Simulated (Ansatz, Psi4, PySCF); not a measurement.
C₂H₆N (SMILES [CH2-]NC), charge -1, singlet, geometry from GFN2-xTB (in this run its highest filled SCF level lies above zero, so its values depend strongly on the basis, on diffuse functions most of all). Base run: CAMB3LYP/STO-3G (PySCF).

The PySCF input:
```python
from pyscf import gto, scf, dft

mol = gto.Mole()
mol.atom = '''
    C     0.06838840   -0.34344719    1.28001260
    N    -0.02031578    0.57728452    0.03028326
    C    -0.01464409   -0.23244926   -1.15661628
    H     0.07446949    0.42980237    2.12358233
    H    -1.00128293   -0.74920637    1.34561699
    H     0.85112316    1.11606852    0.04720825
    H     0.82050456   -0.96673735   -1.22449252
    H     0.01871469    0.39617056   -2.06419785
    H    -0.94378425   -0.81171072   -1.18007793
'''
mol.basis = 'sto-3g'
mol.charge = -1
mol.verbose = 4
mol.build()

mf = dft.RKS(mol)
mf.xc = 'camb3lyp'
mf.kernel()
```

The same geometry, method and basis name were run in Ansatz (a program for electronic structure) and Psi4 and PySCF, at each program's defaults and at the settings that a row names. The base is PySCF at its defaults. Differences at the defaults can come from grids, fitting, cores and function types together.

```
code and settings                                                                             ΔE vs base (µEh)  basis functions      E (Eh)  SCF cycles
--------------------------------------------------------------------------------------------  ----------------  ---------------  ----------  ----------
PySCF, defaults (exact integrals, its default grid, spherical functions)                                   0.0               21  -132.53589           9
Psi4, defaults (density fitting with its default set, its default grid, spherical functions)              -933               21  -132.53682           8
Ansatz, defaults (factorised integrals, its default grid, spherical functions)                             2.4               21  -132.53588           -
PySCF, density fitting with def2-universal-jkfit                                                          -932               21  -132.53682           9
PySCF, fine grid                                                                                           0.9               21  -132.53589           9
Psi4, exact integrals, spherical functions, fine grid                                                      0.8               21  -132.53589          10
Ansatz, high accuracy                                                                                      0.9               21  -132.53589           -
```
